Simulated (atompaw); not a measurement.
**thulium: PAW (atompaw) pseudisation with PBE, scalar-relativistic reference atom.**

Input for atompaw 4.2.0.5:

```
Tm 69
GGA-PBE scalarrelativistic loggrid 2001 logderivrange -6 5 276
6 6 5 4 0 0
6 1 0
5 2 1
4 3 12
0 0 0
c
c
c
c
v
v
c
c
c
v
v
c
c
v
v
3
2.80 2.20 1.85 1.80
n
n
y
2.75
n
y
0.8
n
custom rrkj gramschmidtortho besselshape
bessel
1.65
2.05
2.25
2.60
2.80
2.80
1.15
1.15
PWSCFOUT
UPFDX 0.0125d0 UPFXMIN -7.d0 UPFZMESH 69.d0
END
```

Command:

```bash
atompaw < Tm.input > Tm.log
```

The program printed (summary file):

```
Completed calculations for Tm (AE)

 Exchange-correlation type: GGA, Perdew-Burke-Ernzerhof

 Radial integration grid is logarithmic
 r0 =   9.8597753E-05 h =   6.8032450E-03   n =      2001 rmax =   8.0000000E+01

 Scalar relativistic calculation

 AEatom converged in  62 iterations
   nz     =  69.00
   delta  =       5.704754468171E-15

 All Electron Orbital energies:
  n  l      occupancy      energy
  1  0      2.0000000E+00 -4.3583702E+03
  2  0      2.0000000E+00 -7.3576594E+02
  3  0      2.0000000E+00 -1.6582618E+02
  4  0      2.0000000E+00 -3.3117661E+01
  5  0      2.0000000E+00 -4.2380728E+00
  6  0      2.0000000E+00 -3.3016169E-01
  2  1      6.0000000E+00 -6.4962779E+02
  3  1      6.0000000E+00 -1.3974812E+02
  4  1      6.0000000E+00 -2.4541083E+01
  5  1      6.0000000E+00 -2.2334309E+00
  6  1      0.0000000E+00 -9.8210245E-02
  3  2      1.0000000E+01 -1.0757330E+02
  4  2      1.0000000E+01 -1.3155296E+01
  5  2      1.0000000E+00 -1.4499498E-01
  4  3      1.2000000E+01 -7.0309617E-01

 Total energy
   Total                    :   -27134.57639700510481

 ---
 Completed calculations for Tm (SC)

 Exchange-correlation type: GGA, Perdew-Burke-Ernzerhof

 Radial integration grid is logarithmic
 r0 =   9.8597753E-05 h =   6.8032450E-03   n =      2001 rmax =   8.0000000E+01

 Scalar relativistic calculation

 SCatom converged in   5 iterations
   nz     =  69.00
   delta  =       6.571457686864E-15

 Valence Electron Orbital energies:
  n  l      occupancy      energy
   5  0      2.0000000E+00 -4.2380728E+00
   6  0      2.0000000E+00 -3.3016169E-01
   5  1      6.0000000E+00 -2.2334309E+00
   6  1      0.0000000E+00 -9.8210246E-02
   5  2      1.0000000E+00 -1.4499498E-01
   4  3      1.2000000E+01 -7.0309617E-01

 Total energy
   Total                    :   -27134.57639699329593
   Valence                  :     -945.81911252101247

 PAW parameters:
       lmax =            3
         rc =    2.8145328804243608
        irc =         1509
   rc_shape =    2.2031094908986701
    rc_vloc =    1.8585197649103120
    rc_core =    1.8086232168320242
   Vloc: truncated form - Vps(r)=A.sin(qr)/r for r<rc
   Projector type: RRKJ pseudization + Gram-Schmidt ortho.
   Bessel compensation charge shape zeroed at   2.2031E+00

 Number of basis functions     8
 No.   n  nodes  l      Energy         Cp coeff         Occ
  1    5    4    0   -0.4238073E+01  0.1000000E+01  0.2000000E+01
  2    6    5    0   -0.3301617E+00 -0.7200344E+00  0.2000000E+01
  3    5    3    1   -0.2233431E+01  0.1000000E+01  0.6000000E+01
  4    6    4    1   -0.9821025E-01  0.1211197E+01  0.0000000E+00
  5    5    2    2   -0.1449950E+00  0.1000000E+01  0.1000000E+01
  6  999    3    2    0.2750000E+01 -0.8246716E+00  0.0000000E+00
  7    4    0    3   -0.7030962E+00  0.1000000E+01  0.1200000E+02
  8  999    1    3    0.8000000E+00  0.1111985E+00  0.0000000E+00

 Eigenvalues of overlap operator (in the basis of projectors):
    1        7.71833300E-02
    2        1.93870564E-01
    3        2.05243273E+00
    4        4.20542773E+00
    5        1.29289067E+01
    6        2.19109119E+01
    7        8.83269682E+01
    8        4.50738161E+02

 Orbital leakage outside PAW augmentation regions
   orb  is_core?  %out_of_sphere
   1 0    T           0.00
   2 0    T           0.00
   3 0    T           0.00
   4 0    T           0.00
   5 0    F           0.22
   6 0    F          74.77
   2 1    T           0.00
   3 1    T           0.00
   4 1    T           0.00
   5 1    F           1.66
   6 1    F          93.67
   3 2    T          -0.00
   4 2    T           0.00
   5 2    F          42.37
   4 3    F           0.33

 Summary of PAW energies
   Total valence energy     :   -945.81948803079592
   Smooth energy            :    143.32783227090417
   One center               :  -1089.14732030170012
   Smooth kinetic           :    131.42603353483864
   Vloc energy              :     24.35529109682800
   Smooth exch-corr         :    -23.36409227896849
   One-center xc            :   -546.11983932076964
```

The run took about 42 s on one core of a shared server CPU.
